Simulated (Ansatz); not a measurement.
Cost and result for the atomization energy of CH5ClOSn (`O[CH2][SnH2][Cl]`) (9 atoms, 8 bonds).

Z-matrix (Å, degrees):
```
C
Sn 1 2.153
O 1 1.412 2 107.3
H 1 1.096 2 106.9 3 121.1
H 1 1.097 2 109.0 3 -121.9
Cl 2 2.342 1 105.8 3 -96.0
H 2 1.700 1 113.0 3 19.9
H 2 1.707 1 113.0 3 149.7
H 3 0.961 1 108.9 2 172.5
```

Total charge 0; spin multiplicity 1. Correlated methods include outer-core shells of Sn, which these sets cover unevenly. Sn: def2 effective core potential. Geometry: relaxed with PBE0-D4/def2-TZVP. It is one conformer, not always the lowest. Program: Ansatz. All runs use 4 threads of an Arm Neoverse V1 on a shared host. Times are those of one run each, without the atoms' runs, and a repeat can differ threefold. Electronic energies, without spin–orbit coupling; frozen cores. CCSD(T)/CBS adds CCSD(T) − MP2 in def2-TZVPP to the MP2 limit, and its time is that of the two runs behind it. T1 = 0.011. With those shells the extrapolation isn't a true limit. B3LYP takes the VWN-RPA correlation (the form of Gaussian; ORCA's B3LYP/G).

CCSD(T)/CBS is a level of theory with its own doubt, some kJ/mol a heavy atom from the limit and from the frozen cores, so smaller differences don't rank the functionals.

```tsv
level	functions	wall time	atomization (kcal/mol)	difference from CCSD(T)/CBS	per bond
PBE-D4/def2-TZVPP (with forces)	224	2.2 s	676.3	3.3	0.4
PBE0-D4/def2-TZVPP	224	2.5 s	664.1	-8.9	-1.1
B3LYP-D4/def2-TZVPP (with forces)	224	4.1 s	663.0	-10.0	-1.3
r2SCAN-D4/def2-TZVPP (with forces)	224	4.3 s	667.5	-5.5	-0.7
B2PLYP/def2-TZVPP	224	4.8 s	655.9	-17.1	-2.1
ωB97X-V/def2-TZVPP	224	7.5 s	671.9	-1.1	-0.1
ωB97M-V/def2-TZVPP (with forces)	224	11 s	668.9	-4.1	-0.5
MP2/def2-QZVPP	416	17 s	669.7	-3.3	-0.4
CCSD(T)/def2-TZVPP	224	2.4 min	652.3	-20.7	-2.6
CCSD(T)/CBS(def2)	–	2.7 min	673.0	0.0	0.0
```

In def2-TZVPP, CCSD(T) changes the Hartree–Fock value by +185.0 kcal/mol (the triples alone add +10.9 kcal/mol) and MP2 by +190.0 kcal/mol; breaking electron pairs costs correlation energy, which Hartree–Fock lacks. The D4 term adds +7.0 kcal/mol with B3LYP and +3.7 kcal/mol with PBE0; it sums over pairs of atoms, weighted by their polarisabilities, and B3LYP, whose exchange is more repulsive, gets the larger term. From PBE to PBE0 (25 % exact exchange), in def2-TZVPP and without D4, the atomization energy moves by −11.5 kcal/mol: exact exchange takes away binding that semilocal exchange gives to molecules.

Spin–orbit coupling would lower the free Sn atoms strongly, and the atomization energy with them, by more than many differences here. For some Ge, Se and Sn compounds the MP2-based and the directly extrapolated limit differ by 10 to 25 kJ/mol.
